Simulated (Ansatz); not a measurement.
Reaction (formal exchange of groups at a C–Si bond): `C[SiH](Cl)Cl` + `C/C=C/I` → `C/C=C(\C)I` + dichlorosilane

Isolated molecules relaxed with PBE0-D4/def2-TZVP in Ansatz; ΔE leaves out vibrations. CBS: MP2 limit from def2 TZ/QZ plus the TZ coupled-cluster correction, frozen cores. Double bonds are as drawn, so ΔE can hold a change between cis and trans. Functionals use def2-TZVPP. B3LYP here is the variant with VWN-RPA as its local correlation; programs differ in this. def2 core potentials past Kr. For I outer-core shells are correlated without core-valence functions, which leaves a few kJ/mol of doubt a bond.

```
         level  ΔE (kJ/mol)
       PBE0-D4         45.9
      B3LYP-D4         45.7
       r2SCANh         49.0
CCSD/CBS(def2)         45.9
```

**Question.** What does CCSD(T)/CBS give? (Estimate.)

**Answer.** Ansatz gave: +44.6 kJ/mol. The listed levels differ from it by 1.3, 1.1, 4.4, 1.3 kJ/mol.

Largest T1 diagnostic among the species: 0.010.

In def2-TZVPP, CCSD(T) changes the Hartree–Fock value by −5.2 kJ/mol (the triples alone add −1.3 kJ/mol) and MP2 by −7.1 kJ/mol. Leaving LDA and LC-ωPBE aside and taking each functional with its dispersion term where it has one, the values, not all of them listed here, spread over 6.1 kJ/mol, from revPBE-D4 to B97M-V. LDA lies −6.3 kJ/mol from PBE without D4. At CCSD(T), def2-SVP lies −10.7 kJ/mol from the extrapolated value and def2-TZVPP −0.7 kJ/mol.
